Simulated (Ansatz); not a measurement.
The cluster MgBr2, relaxed as a singlet with RKS PBE-D4/def2-TZVP in Ansatz, starting from the GFN1-xTB geometry. Force threshold 0.02 eV/Å.

The structure comes from a short search, and lower isomers may exist.

Start:

```xyz
3

Mg   -0.0012   -0.0127    0.0028
Br   -2.2684    0.3377    0.5054
Br    2.2696   -0.3250   -0.5082
```

Question: Estimate the energy that the relaxation releases and the steps that it takes.

Answer: 0.00 eV, in 2 steps; 1.8 s on 4 threads of Arm Neoverse V1 on a shared host. No frequencies were taken in this run, so the end may be a saddle point.

Question: Does the start keep its bonding and symmetry?

Answer: By distances, no bond broke or formed. The bond that changes most is Mg1–Br2, from 2.35 to 2.33 Å (atoms count from 1). Point group D∞h at the start, D∞h at the end, both within 0.05 Å; within 0.015 Å the end is C∞v.

Question: Predict the relaxed structure.

Answer: 
```csv
atom,x (Å),y (Å),z (Å)
Mg1,-0.0008,-0.0089,0.0020
Br2,-2.2554,0.3339,0.5028
Br3,2.2563,-0.3250,-0.5048
```
Bond lengths: 2 × Br–Mg 2.33 Å.
